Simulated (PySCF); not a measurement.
Species: C4H7NSi.
Numbering: `[CH2:1]=[C:2]([CH3:3])[SiH2:4][C:5]#[N:6]` (hydrogens: H7, H8 on C1; H9, H10, H11 on C3; H12, H13 on Si4)

The same species was optimised twice, with GFN2-xTB and with PBE0-D3(BJ)/def2-SVP (PySCF), and the same property calculations (PySCF, gas phase) were run on both structures.

```
      coordinate  GFN2-xTB  PBE0-D3(BJ)/def2-SVP  change
      C2–Si4 (Å)     1.889                 1.870  -0.019
       C5≡N6 (Å)     1.146                 1.160  +0.014
       C1=C2 (Å)     1.327                 1.341  +0.014
      Si4–C5 (Å)     1.871                 1.866  -0.005
       C2–C3 (Å)     1.500                 1.501  +0.001
   C1–C2–Si4 (°)     122.0                 118.4    -3.6
   C2–Si4–C5 (°)     105.7                 108.1    +2.4
   C3–C2–Si4 (°)     116.6                 118.4    +1.8
    C1–C2–C3 (°)     121.4                 123.2    +1.8
   Si4–C5–N6 (°)     178.8                 177.4    -1.4
C1–C2–Si4–C5 (°)       128                   125      -3
```

Rotational constants: A = 4789, B = 1792, C = 1501 MHz (GFN2-xTB) against A = 4770, B = 1756, C = 1490 MHz (PBE0-D3(BJ)/def2-SVP). Point groups within 0.08 Å: C1 and C1.

On the GFN2-xTB structure: lowest triplet, Tamm–Dancoff (eV) 4.22 [PBE0/def2-SVPD]; isotropic polarisability (au) 77.2 [PBE0/def2-SVPD]; HOMO (eV) -8.13 [PBE0/def2-SVPD]; LUMO (eV) -0.84 [PBE0/def2-SVPD]; dipole (D) 3.92 [PBE0/def2-SVPD]; HOMO (eV) -8.12 [PBE0/pcSseg-1]; LUMO (eV) -0.78 [PBE0/pcSseg-1]; dipole (D) 3.90 [PBE0/pcSseg-1]; GIAO shielding of C1 (ppm) 47.2 [PBE0/pcSseg-1]; GIAO shielding of C2 (ppm) 40.9 [PBE0/pcSseg-1]; GIAO shielding of C3 (ppm) 159.7 [PBE0/pcSseg-1]; GIAO shielding of Si4 (ppm) 418.9 [PBE0/pcSseg-1]; GIAO shielding of C5 (ppm) 63.4 [PBE0/pcSseg-1]; GIAO shielding of N6 (ppm) -97.8 [PBE0/pcSseg-1].

Problem. What do these properties become on the PBE0-D3(BJ)/def2-SVP structure?

Solution. 
```json
{"property": "lowest triplet, Tamm–Dancoff (eV)", "level": "PBE0/def2-SVPD", "on GFN2-xTB": "4.22", "on PBE0-D3(BJ)/def2-SVP": "4.11", "change": "-0.11"}
{"property": "isotropic polarisability (au)", "level": "PBE0/def2-SVPD", "on GFN2-xTB": "77.2", "on PBE0-D3(BJ)/def2-SVP": "78.6", "change": "+1.4"}
{"property": "HOMO (eV)", "level": "PBE0/def2-SVPD", "on GFN2-xTB": "-8.13", "on PBE0-D3(BJ)/def2-SVP": "-8.16", "change": "-0.03"}
{"property": "LUMO (eV)", "level": "PBE0/def2-SVPD", "on GFN2-xTB": "-0.84", "on PBE0-D3(BJ)/def2-SVP": "-0.96", "change": "-0.12"}
{"property": "dipole (D)", "level": "PBE0/def2-SVPD", "on GFN2-xTB": "3.92", "on PBE0-D3(BJ)/def2-SVP": "3.97", "change": "+0.05"}
{"property": "energy, GFN2-xTB geometry as zero (kcal/mol)", "level": "PBE0/def2-SVPD", "on GFN2-xTB": "0.0", "on PBE0-D3(BJ)/def2-SVP": "-1.5", "change": "-1.5"}
{"property": "HOMO (eV)", "level": "PBE0/pcSseg-1", "on GFN2-xTB": "-8.12", "on PBE0-D3(BJ)/def2-SVP": "-8.15", "change": "-0.03"}
{"property": "LUMO (eV)", "level": "PBE0/pcSseg-1", "on GFN2-xTB": "-0.78", "on PBE0-D3(BJ)/def2-SVP": "-0.91", "change": "-0.13"}
{"property": "dipole (D)", "level": "PBE0/pcSseg-1", "on GFN2-xTB": "3.90", "on PBE0-D3(BJ)/def2-SVP": "3.95", "change": "+0.05"}
{"property": "energy, GFN2-xTB geometry as zero (kcal/mol)", "level": "PBE0/pcSseg-1", "on GFN2-xTB": "0.0", "on PBE0-D3(BJ)/def2-SVP": "-0.9", "change": "-0.9"}
{"property": "GIAO shielding of C1 (ppm)", "level": "PBE0/pcSseg-1", "on GFN2-xTB": "47.2", "on PBE0-D3(BJ)/def2-SVP": "41.8", "change": "-5.4"}
{"property": "GIAO shielding of C2 (ppm)", "level": "PBE0/pcSseg-1", "on GFN2-xTB": "40.9", "on PBE0-D3(BJ)/def2-SVP": "39.4", "change": "-1.5"}
{"property": "GIAO shielding of C3 (ppm)", "level": "PBE0/pcSseg-1", "on GFN2-xTB": "159.7", "on PBE0-D3(BJ)/def2-SVP": "159.5", "change": "-0.2"}
{"property": "GIAO shielding of Si4 (ppm)", "level": "PBE0/pcSseg-1", "on GFN2-xTB": "418.9", "on PBE0-D3(BJ)/def2-SVP": "417.1", "change": "-1.8"}
{"property": "GIAO shielding of C5 (ppm)", "level": "PBE0/pcSseg-1", "on GFN2-xTB": "63.4", "on PBE0-D3(BJ)/def2-SVP": "59.9", "change": "-3.5"}
{"property": "GIAO shielding of N6 (ppm)", "level": "PBE0/pcSseg-1", "on GFN2-xTB": "-97.8", "on PBE0-D3(BJ)/def2-SVP": "-107.8", "change": "-10.0"}
```

The heavy atoms differ by 0.057 Å rms after alignment. Among bonds between heavy atoms C2–Si4 changes most (-0.019 Å). Changes are differences of the printed values. Neither structure is proved a minimum here.

The values belong to the conformer `[CH2:1]=[C:2]([CH3:3])[SiH2:4][C:5]#[N:6]`: C1–C2–Si4–C5 125°.
